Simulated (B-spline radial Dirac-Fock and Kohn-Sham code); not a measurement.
Z = 65 (terbium), transition energy 247 keV. These are calculated numbers from a B-spline atomic structure program; the model is a Dirac-Hartree-Slater potential of the neutral atom with a Latter tail (no hole, which puts coefficients of high multipoles low close above an edge), finite nucleus with surface currents. Subshells that would emit electrons below 1 keV are left out.

Q: A pure transition shows α(K) = 0.876, L1/L2 = 0.118 and L1/L3 = 0.224. What is its multipolarity?
A. E4
B. M4
C. E1
D. M1
E. E2
F. E3
G. M2
H. M3

A: A. For comparison, α(K), L1/L2, L1/L3 are E1 0.0231, 8.54, 7.78; E2 0.0834, 1.03, 1.40; E3 0.272, 0.262, 0.446; M1 0.149, 13.1, 82.3; M2 0.671, 8.25, 13.2; M3 2.51, 5.55, 3.27; M4 9.20, 4.10, 1.44.
